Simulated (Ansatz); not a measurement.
InCl2H (InHCl2): single points at one geometry.

```yaml
crystal:
  periodic: [false, false, false]
  atoms:
    - {symbol: In, position_ang: [-0.117976, -0.198044, 0.000167]}
    - {symbol: Cl, position_ang: [2.194563, -0.054346, 0.013507]}
    - {symbol: Cl, position_ang: [-1.092790, 1.903898, -0.015054]}
    - {symbol: H, position_ang: [-0.983797, -1.651507, 0.001381]}
basis:
  gaussian: {orbitals: def2-TZVP, initial_orbitals: start.molden}
hamiltonian: {xc: {name: wB97M-V}}
scf: {omitted_lower_state_checks: [starts]}
output: {orbitals: {seedname: orbitals}}
```

The file start.molden holds the orbitals of an earlier run on this structure, at another level or in another basis.

```sh
$ ansatz run in.yaml --threads 4 --pin off --events-out ev --progress --plain --max-ram 3916MiB
```

Shortened log:

```
Functional definition: wB97M-V
994 factors; their error is unknown
186 factors; integrals over basis functions are off by at most 3.2e-5 eV
mean field evaluation 1: about -30236.0853 eV, gradient 1.2e1 eV
mean field evaluation 2: about -30236.1541 eV, gradient 1.2e-1 eV
mean field evaluation 4: about -30236.2238 eV, gradient 1.3e-4 eV
mean field evaluation 8: about -30236.2238 eV, gradient 2.3e-5 eV
mean field -30236.22380181 eV, -1111.1607298679 hartree, gradient 2.3e-5 eV, S^2 0.000000; 0 other end points of the search recorded, 0 dependent functions left out
reference -30236.22385981 eV, -1111.1607319995 hartree; 28, 28 occupied and 102, 102 virtual orbitals, 994 factors
Total energy: -30236.22385981 eV, -1111.1607319995 hartree
Checks for a lower state left out: starts
```

Hardware: 4 threads of Arm Neoverse V2 on a shared host. Wall time 3.4 s.

As the first input, with `gaussian: {orbitals: def2-TZVPD, initial_orbitals: start.molden}`, `hamiltonian: {xc: pbe0, dispersion: d4}` (abridged; 1.6 s):

```
Functional definition: PBE0
mean field -30230.67708681 eV, -1110.9568918514 hartree, gradient 7.0e-6 eV, S^2 0.000000
Total energy: -30230.75972927 eV, -1110.9599289056 hartree
Checks for a lower state left out: starts
```

The first input with `gaussian: {orbitals: def2-SVP, initial_orbitals: start.molden}`, `hamiltonian: {xc: pbe0, dispersion: d4}` (abridged; 0.6 s):

```
Functional definition: PBE0
mean field -30221.72542517 eV, -1110.6279243536 hartree, gradient 2.5e-5 eV, S^2 0.000000
Total energy: -30221.80804853 eV, -1110.6309607063 hartree
Checks for a lower state left out: starts
```

The first input with `hamiltonian: {xc: {name: wB97X-V}}` (abridged; 2.3 s):

```
Functional definition: wB97X-V
mean field -30234.62265546 eV, -1111.1018888247 hartree, gradient 7.5e-5 eV, S^2 0.000000
Total energy: -30234.62265319 eV, -1111.1018887415 hartree
Checks for a lower state left out: starts
```

As the first input, with `hamiltonian: {xc: pbe}`, `correlation: {method: rpa}` and without the key `output` (abridged; 1.6 s):

```
Functional definition: PBE
mean field -30228.61375888 eV, -1110.8810659486 hartree, gradient 2.0e-6 eV, S^2 0.000000
14 core orbitals not correlated: weight in the atoms' cores, before any rotation towards them, 1.000 or more for the frozen orbitals, at most 0.000 for the correlated occupied ones
Total energy: -30201.35262253 eV, -1109.8792376658 hartree
Checks for a lower state left out: starts
```

First input, but with `hamiltonian: {xc: pbe, dispersion: d4}`, `output: {forces: true, orbitals: {seedname: orbitals}}` (abridged; 0.9 s):

```
Functional definition: PBE
mean field -30228.61377261 eV, -1110.8810664530 hartree, gradient 1.2e-5 eV, S^2 0.000000
Total energy: -30228.70945465 eV, -1110.8845827033 hartree
Atom 0 force    -0.037111    -0.062299     0.000052 eV/Å
Atom 1 force     0.231822     0.006772     0.001371 eV/Å
Atom 2 force    -0.104433     0.207076    -0.001550 eV/Å
Atom 3 force    -0.090277    -0.151548     0.000127 eV/Å
Dipole moment:    -0.261405    -0.438821     0.000367 e Å
Checks for a lower state left out: starts
```

As the first input, with `gaussian: {orbitals: def2-SVP, initial_orbitals: start.molden}`, `hamiltonian: {xc: pbe, dispersion: d4}` (abridged; 0.4 s):

```
Functional definition: PBE
mean field -30219.55693411 eV, -1110.5482337772 hartree, gradient 1.4e-5 eV, S^2 0.000000
Total energy: -30219.65260878 eV, -1110.5517497563 hartree
Checks for a lower state left out: starts
```

Geometry: r2SCAN-D4/def2-TZVP.

In the def2 sets In takes a core potential; there is no spin–orbit coupling. Correlated methods freeze 14 core orbitals; core or outer-core shells of In are correlated, in sets that lack core-valence functions.
